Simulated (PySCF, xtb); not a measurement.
Se(Cl)(SMe) (CH3ClSSe), SMILES S(C)[Se]Cl. One conformer was computed; it need not be the lowest.

Harmonic wavenumbers (cm⁻¹) from GFN2-xTB run with xtb at its own minimum, in rising order: 71, 104, 159, 196, 344, 403, 692, 931, 935, 1306, 1435, 1441, 3042, 3053, 3068.

Q: What does B3LYP-D3(BJ)/def2-SVP (PySCF 2.14.0) give at its own minimum? (The exact figures need the calculation; the answer reports its results.)

A: 78, 142, 176, 224, 347, 407, 683, 957, 961, 1320, 1433, 1451, 3043, 3151, 3169. Paired by order, the mean absolute difference is 25 cm⁻¹ and the zero-point energies are 24.6 and 25.1 kcal/mol.
